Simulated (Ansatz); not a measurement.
Born–Oppenheimer molecular dynamics of C$_{2}$H$_{11}$NSi$_{2}$ (16 atoms, charge 0, multiplicity 1). It starts from a relaxed structure.

The calculation used RHF/STO-3G in Ansatz.

```yaml
ensemble: NVT, Langevin thermostat
time_step: 1 fs
steps_asked: 266
set_temperature: 300 K
friction: 0.01 /fs
masses: H 3.016 u
seed: 271259
```

First frame:

```xyz
16
Properties=species:S:1:pos:R:3
N -0.475 -2.435 -0.463
Si 0.928 -1.409 -0.301
C 0.650 0.344 -0.908
C -0.568 1.095 -0.311
Si -0.431 1.575 1.494
H -0.827 -2.518 -1.420
H -1.272 -2.150 0.112
H 1.978 -1.981 -1.074
H 1.293 -1.391 1.074
H 1.552 0.920 -0.723
H 0.536 0.315 -1.988
H -0.724 2.003 -0.887
H -1.465 0.499 -0.455
H -0.516 0.425 2.328
H 0.810 2.228 1.736
H -1.493 2.459 1.830
```

Task: How far do the bonds stretch over the last three quarters of this one trajectory? (Pairs bonded in most of those frames.)

Result: 
| bond | mean (Å) | spread (Å) | shortest | longest |
| --- | --- | --- | --- | --- |
| N1–Si2 | 1.746 | 0.033 | 1.67 | 1.82 |
| N1–H6 | 1.022 | 0.019 | 0.98 | 1.06 |
| N1–H7 | 1.023 | 0.022 | 0.97 | 1.07 |
| Si2–C3 | 1.877 | 0.028 | 1.81 | 1.93 |
| Si2–H8 | 1.428 | 0.031 | 1.36 | 1.48 |
| Si2–H9 | 1.425 | 0.020 | 1.38 | 1.48 |
| C3–C4 | 1.554 | 0.020 | 1.52 | 1.60 |
| C3–H10 | 1.087 | 0.018 | 1.05 | 1.13 |
| C3–H11 | 1.088 | 0.015 | 1.06 | 1.13 |
| C4–Si5 | 1.883 | 0.025 | 1.83 | 1.94 |
| C4–H12 | 1.088 | 0.019 | 1.05 | 1.13 |
| C4–H13 | 1.087 | 0.017 | 1.05 | 1.13 |
| Si5–H14 | 1.426 | 0.030 | 1.37 | 1.49 |
| Si5–H15 | 1.426 | 0.026 | 1.38 | 1.49 |
| Si5–H16 | 1.425 | 0.028 | 1.37 | 1.48 |

Mean temperature of the second half: 271 K. A run of 0.27 ps of so small a system gives no equilibrium averages. Limits of this set-up: minimal basis.

Run time: 8.6 min on 1 thread of Arm Neoverse N1, on a shared host, peak memory 0.096 GiB.
